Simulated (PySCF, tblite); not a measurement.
Isomers of [C6H10O2]+ (charge +1 and doublet state). Computed with GFN2-xTB (tblite): harmonic, unscaled wavenumbers at the GFN2-xTB geometry, gas phase. The method is semi-empirical: single wavenumbers can be off by several per cent or more. One conformer each. Open shells enter through the occupations alone, without spin polarisation, and single modes of such species can be off by tens of per cent.

Electronic energies: B3LYP/pcH-1 single points on the GFN2-xTB geometries (PySCF, gas phase).

| SMILES | electronic energy, lowest = 0 (kcal/mol) |
| --- | --- |
| CC[C+](C)[CH]OC=O | 0.0 |
| CC[C@@]1(C)COC1=[O+] | 25.8 |
| C[CH+][C](C)C(=O)OC | 10.2 |
| COC[C+](C)[CH]C=O | 27.4 |
| [CH2+][CH]CCCC(=O)O | 1.6 |

**Question.** How do GFN2-xTB zero-point energies change the relative energies?

**Answer.** 
| SMILES | ZPE (kcal/mol) | of it from modes above 1550 cm⁻¹ | electronic (kcal/mol) | with ZPE, lowest = 0 (kcal/mol) | lowest mode (cm⁻¹) | rings |
| --- | --- | --- | --- | --- | --- | --- |
| CC[C+](C)[CH]OC=O | 90.4 | 45.1 | 0.0 | 0.0 | 53 | 0 |
| [CH2+][CH]CCCC(=O)O | 90.9 | 44.9 | 1.6 | 2.1 | 49 | 0 |
| C[CH+][C](C)C(=O)OC | 89.8 | 44.8 | 10.2 | 9.6 | 58 | 0 |
| CC[C@@]1(C)COC1=[O+] | 92.2 | 45.5 | 25.8 | 27.6 | 96 | 1 |
| COC[C+](C)[CH]C=O | 90.2 | 46.5 | 27.4 | 27.3 | 69 | 0 |

The zero-point energies span 2.4 kcal/mol, from `C[CH+][C](C)C(=O)OC` to `CC[C@@]1(C)COC1=[O+]`. The lowest isomer stays, but the order above it changes.

**Question.** And how do the electronic energies of GFN2-xTB itself compare?

**Answer.** `CC[C+](C)[CH]OC=O` 1.2; `[CH2+][CH]CCCC(=O)O` 0.0; `C[CH+][C](C)C(=O)OC` 0.4; `CC[C@@]1(C)COC1=[O+]` 2.0; `COC[C+](C)[CH]C=O` 21.6 kcal/mol, lowest = 0. Against the energies above, taken from the same isomer `CC[C+](C)[CH]OC=O`, the largest difference is 25.0 kcal/mol.

**Question.** What do entropy and thermal enthalpy add at 298.15 K and 1 bar (rigid rotor, harmonic oscillator, one conformer each)?

**Answer.** 
```csv
SMILES,point group,symmetry number,S (cal/(mol K)),H − H(0) (kcal/mol),ZPE + H − H(0) − TS (kcal/mol)
[CH2+][CH]CCCC(=O)O,C1,1,93.1,6.08,69.2
C[CH+][C](C)C(=O)OC,C1,1,97.1,6.76,67.6
CC[C@@]1(C)COC1=[O+],C1,1,91.0,6.08,71.1
COC[C+](C)[CH]C=O,C1,1,96.4,6.56,68.1
```

S holds R ln(2S + 1) for the spin.

Not tabulated: `CC[C+](C)[CH]OC=O` (point group not settled).
